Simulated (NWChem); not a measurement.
Molecule: C₂H₅Se, doublet; SMILES CC[Se]

```xyz
8

C      0.4257     2.0759     0.0000
C     -0.6420     1.0003     0.0000
Se     0.0137    -0.8291     0.0000
H      1.0710     1.9983    -0.8875
H     -0.0344     3.0781     0.0000
H      1.0710     1.9983     0.8875
H     -1.3061     1.0759    -0.8779
H     -1.3061     1.0759     0.8779
```
Atoms are numbered in this order, from 1.

Level: PBE0/def2-SVP, spin-unrestricted (NWChem), optimised geometry, unscaled harmonic frequencies. In the optimisation the excess spin sits in a" (Cs, its own frame). This build's default masses of Se (78.918 u) and Br (79.917 u) are each other's, which moves their modes by up to 0.6 %.

```tsv
frequency (cm⁻¹)	IR intensity (km/mol)
231	0.0
288	0.4
542	4.8
580	1.3
904	1.7
978	4.3
1084	0.2
1239	0.0
1244	21.6
1389	6.0
1419	7.6
1457	9.2
1467	3.8
3054	25.2
3064	3.6
3103	0.5
3146	11.4
3167	10.6
```

| Item | Value |
|---|---|
| zero-point energy | 40.5 kcal/mol |
| thermal correction to the enthalpy at 298.15 K (with zero-point energy) | 43.8 kcal/mol |
| heat capacity Cv | 13.6 cal/(mol K) |
| entropy at 298.15 K and 1 atm (symmetry number 1, electronic part: spin degeneracy alone) | 70.3 cal/(mol K) |
| dipole moment | 1.56 D |

Rigid rotor and harmonic oscillator.
